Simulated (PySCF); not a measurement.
Computed shifts of a molecule C4H9FSi, B3LYP/pcSseg-1 (PySCF), GIAO, gas phase, equivalent atoms averaged, in ppm (number of nuclei): ¹³C: 172.1 (1), 106.4 (1), 13.2 (1), 8.0 (1). ²⁹Si: -48.2 (1). ¹⁹F: -91.3 (1). ¹H: 7.27 (1), 4.76 (1), 4.66 (2), 1.44 (3), 0.96 (2). References: ¹³C against TMS (σ = 181.3 ppm); ²⁹Si against TMS (σ = 338.7 ppm); ¹⁹F against CFCl3 (σ = 161.7 ppm); ¹H against TMS (σ = 31.68 ppm), references at their B3LYP-D3(BJ)/def2-TZVP geometries, non-relativistic. Coordinates come from a PBE0-D3(BJ)/def2-SVP optimisation. Other conformers were not sampled.

Task: Identify the compound among the candidates.
(A) CC(C)=C[SiH2]F
(B) CC[SiH2]/C=C\F
(C) C=CCC[SiH2]F
(D) C[C@]1(F)CC[SiH2]1

Result: B, CC[SiH2]/C=C\F
